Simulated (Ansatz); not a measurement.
Consider the ligand exchange at the Si–O bond: `[OH][Al]([OH])[O][SiH3]` + `BO` → `BO[SiH3]` + `[OH][Al]([OH])[OH]`.

Isolated molecules relaxed with PBE0-D4/def2-TZVP in Ansatz; ΔE leaves out vibrations. CCSD(T)/CBS adds triple-zeta CCSD(T) − MP2 to the extrapolated MP2 energy (def2 sets, frozen cores). This one scheme is used for every species. DFT in def2-TZVPP. One conformer a species, not always the lowest.

```
                  species  PBE0-D4 energy (Eh)
`[OH][Al]([OH])[O][SiH3]`           -760.46556
                     `BO`           -101.82921
               `BO[SiH3]`           -392.43747
     `[OH][Al]([OH])[OH]`           -469.84658
```

Question: Work out ΔE.

Answer: ΔE = (-392.43747) + (-469.84658) − (-760.46556) − (-101.82921) = 0.01072 Eh = +28.1 kJ/mol. CCSD(T)/CBS gives +26.5 kJ/mol.

Largest T1 diagnostic among the species: 0.014.
